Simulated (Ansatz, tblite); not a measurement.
Forces on SnH3(NEt2) (C₄H₁₃NSn) at its PBE0-D4/def2-SVP geometry. Total charge 0; singlet.

In the def2 sets Sn takes a core potential; there is no spin–orbit coupling. The xTB rows come from tblite.

GFN1-xTB (tblite), largest force 0.96 eV/Å:

```xyz
19
positions Å, forces eV/Å
Sn    0.623   -0.987    2.047    0.236   -0.064    0.449
H    -0.751   -1.080    3.065    0.475    0.015   -0.419
H     1.334   -2.516    1.745   -0.306    0.555    0.071
H     1.797    0.063    2.750   -0.388   -0.376   -0.222
N    -0.070   -0.339    0.241   -0.091   -0.143    0.146
C    -1.033    0.739    0.199   -0.791   -0.083   -0.223
C    -0.461    2.136    0.426    0.438    0.491    0.149
C     0.732   -0.525   -0.951    0.879    0.339   -0.171
C    -0.009   -1.256   -2.065   -0.489   -0.279   -0.336
H    -1.822    0.546    0.949    0.344    0.015   -0.047
H    -1.555    0.717   -0.776    0.222    0.038    0.119
H    -0.013    2.224    1.430   -0.158   -0.130   -0.311
H     0.326    2.373   -0.308   -0.238   -0.126    0.186
H    -1.242    2.908    0.339    0.164   -0.351    0.003
H     1.116    0.442   -1.340   -0.253   -0.169    0.116
H     1.636   -1.106   -0.696   -0.314    0.045    0.053
H    -0.326   -2.254   -1.725    0.115    0.282   -0.071
H    -0.911   -0.708   -2.377    0.272   -0.118    0.132
H     0.630   -1.375   -2.955   -0.117    0.060    0.375
```

GFN2-xTB (tblite), largest force 0.56 eV/Å:

```
Sn -0.083 0.015 -0.092
H 0.336 0.028 -0.253
H -0.168 0.391 0.065
H -0.145 -0.222 -0.024
N -0.063 -0.126 0.098
C -0.402 -0.025 -0.240
C 0.256 0.478 0.076
C 0.453 0.319 -0.086
C -0.364 -0.248 -0.326
H 0.354 0.013 -0.066
H 0.314 -0.019 0.228
H -0.180 -0.137 -0.340
H -0.316 -0.174 0.244
H 0.252 -0.409 0.015
H -0.259 -0.227 0.148
H -0.318 0.051 0.018
H 0.145 0.389 -0.084
H 0.364 -0.165 0.178
H -0.176 0.070 0.443
```

PBE-D4/def2-TZVP (Ansatz), largest force 0.38 eV/Å:

```
Sn -0.015 0.024 -0.036
H -0.080 0.008 0.045
H 0.041 -0.074 -0.034
H 0.081 0.068 0.050
N -0.050 -0.278 0.214
C -0.311 0.070 -0.012
C 0.122 0.239 0.035
C 0.361 0.077 -0.096
C -0.169 -0.115 -0.166
H 0.030 0.000 0.004
H 0.018 -0.004 -0.004
H -0.022 -0.015 -0.035
H -0.032 -0.009 0.021
H 0.009 -0.022 -0.004
H -0.003 0.001 -0.008
H -0.025 0.002 0.003
H 0.018 0.032 -0.014
H 0.034 -0.017 0.007
H -0.006 0.012 0.029
```
